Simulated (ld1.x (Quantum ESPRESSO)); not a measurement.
**Scattering properties, TM potential for lead**

Pb, norm-conserving Troullier–Martins (Kleinman–Bylander form), made with ld1.x (Quantum ESPRESSO) 7.5 (revPBE, fully relativistic). Core [Xe] 4f14, reference 5d10 6s2 6p2. Waves: 6s (bound): rc 1.60 bohr; 6p (bound): rc 2.25 bohr; 5d (bound): rc 1.45 bohr. Local part: the d channel. Core correction: none.

Open shells are filled in proportion to 2j + 1 (rel_dist='average').

The phase is arctan(r·u′/u) with u = r·R(r), unwrapped; energies in Ry, scanned from -4 to 5 Ry. A pole is an energy at which the radial function vanishes at the test radius. The pseudo phase is shifted by a multiple of π to meet the all-electron one at the reference energy, and phase errors are pseudo minus all-electron; the curves can meet again beyond the range given. Levels narrower than the energy grid can be missing from the lists of poles.

| channel | radius (bohr) | reference energy (Ry) | poles, all-electron | poles, pseudo | unbroken range about the reference energy with phases within 0.05 rad | phase error 1 Ry above the reference energy (rad) |
| --- | --- | --- | --- | --- | --- | --- |
| s | 2.46 | -0.88 | 0.94 | 0.93 | below 3.8 | +0.000 |
| p1/2 | 2.46 | -0.33 | 2.30 | -0.63, 2.44 | above -0.6 | +0.016 |
| p3/2 | 2.46 | -0.22 | 3.13 | -1.83, 3.06 | above -1.6 | +0.005 |
| d3/2 | 2.46 | -1.66 | -1.46 | -1.32 | not even at the reference energy | +0.024 |
| d5/2 | 2.46 | -1.47 | -1.23 | -1.32 | not even at the reference energy | -0.016 |

Note: ghost states, extra bound levels that the all-electron valence spectrum of the same l lacks: s at -73.7 eV, p3/2 at -25.2 eV, p1/2 at -8.7 eV. A true bound ghost makes a file unfit for plane-wave use. The potential misses its own reference levels by up to 1.6 eV, so it is not fit for use.

Phases in the d5/2 channel:

```tsv
E (Ry)	all-electron	pseudo
-4.00	1.354	1.354
-3.76	1.345	1.344
-3.52	1.334	1.334
-3.28	1.321	1.321
-3.04	1.306	1.304
-2.80	1.285	1.283
-2.56	1.257	1.253
-2.32	1.212	1.204
-2.08	1.129	1.103
-1.84	0.891	0.750
-1.60	-0.511	-1.020
-1.36	-1.453	-1.540
-1.12	-1.630	-1.666
-0.88	-1.706	-1.729
-0.64	-1.754	-1.771
-0.40	-1.792	-1.807
-0.16	-1.827	-1.841
0.08	-1.862	-1.877
0.32	-1.900	-1.916
0.56	-1.945	-1.964
0.80	-2.000	-2.023
1.04	-2.071	-2.101
1.28	-2.168	-2.209
1.52	-2.307	-2.368
1.76	-2.516	-2.610
2.00	-2.831	-2.967
2.24	-3.249	-3.401
2.48	-3.659	-3.783
2.72	-3.962	-4.047
2.96	-4.162	-4.220
3.20	-4.294	-4.335
3.44	-4.386	-4.417
3.68	-4.453	-4.478
3.92	-4.504	-4.524
4.16	-4.544	-4.561
4.40	-4.576	-4.592
4.64	-4.604	-4.617
4.88	-4.627	-4.640
```
